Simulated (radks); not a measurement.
The numbers below are computed, except where a source is named.
Problem. These are the eigenvalues of the occupied orbitals of an atom or ion with whole-number occupations (eV). Level of theory: scalar-relativistic Kohn-Sham, r2SCAN, spin-polarised, spherical densities, finite nucleus; meta-GGA in the generalised Kohn-Sham scheme; Fermi nuclear charge, rms radius of each element as measured or else 0.836 A^(1/3) + 0.57 fm (a radial shooting solver on a logarithmic mesh with Libxc functionals).

orbital  eigenvalue
1s down   -20912.68
1s up     -20912.66
2s up     -2996.232
2s down   -2995.333
2p up     -2678.845
2p down   -2678.196
3s up     -527.0776
3s down   -526.8086
3p up     -421.9842
3p down   -421.6218
3d up     -252.5177
3d down   -251.7992
4s up      -76.8977
4s down    -72.8693
4p up      -48.3017
4p down    -43.8288
4d up       -8.4134
5s up       -5.8038
5s down     -4.3438

Which element is it, and in what charge state? The configuration may be excited. Open shells, if any, are filled with parallel spins first.

Solution. Z = 43, technetium, charge 0: Tc in [Kr] 4d5 5s2. The list shows which subshells hold electrons but not how many an open one holds; the 1s level, -768.53 hartree, gives Z - s = 39.2 by -(Z - s)^2/2, which with screening and relativity narrows Z to a few neighbours, and the depths of the outer levels then fix element, charge and occupations together.
